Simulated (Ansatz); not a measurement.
One change: `N#CC[SiH3]` becomes `N#CCCO`.

Ansatz, PBE0-D4/def2-TZVP geometries, multiplicity 1. Each molecule was computed in one conformer, which needn't be the lowest.

```csv
property,`N#CC[SiH3]`
"ideal-gas entropy at 298 K and 1 bar (rigid rotor, harmonic PBE0-D4/def2-TZVP) / J/(mol·K)",307
HOMO energy (ωB97M-V/def2-TZVPP) / eV,-11.19
size of the dipole moment (B3LYP/def2-TZVPP) / D,4.02
LUMO energy (PBE/def2-TZVPP) / eV,-0.82
size of the dipole moment (ωB97M-V/def2-TZVPP) / D,4.00
HOMO energy (PBE/def2-TZVPP) / eV,-7.66
```

(1) What does the change do to each property? (Estimate.)

Results:

(1) The calculation gave: 
| property | `N#CCCO` | shift |
| --- | --- | --- |
| ideal-gas entropy at 298 K and 1 bar (rigid rotor, harmonic PBE0-D4/def2-TZVP) / J/(mol·K) | 312 | 5 |
| HOMO energy (ωB97M-V/def2-TZVPP) / eV | -11.05 | 0.14 |
| size of the dipole moment (B3LYP/def2-TZVPP) / D | 3.55 | -0.47 |
| LUMO energy (PBE/def2-TZVPP) / eV | -0.55 | 0.27 |
| size of the dipole moment (ωB97M-V/def2-TZVPP) / D | 3.53 | -0.47 |
| HOMO energy (PBE/def2-TZVPP) / eV | -7.00 | 0.66 |

With PBE0 the HOMO rises by 0.30 eV and the LUMO rises by 0.35 eV, so the gap widens by about 0.05 eV. PBE moves the HOMO by 0.66 eV and ωB97M-V by 0.14 eV. The zero-point energy changes by 49.5 kJ/mol with +3 modes. Dipoles are sizes alone; their direction can turn.

B3LYP here is the variant with VWN-RPA as its local correlation; programs differ in this.
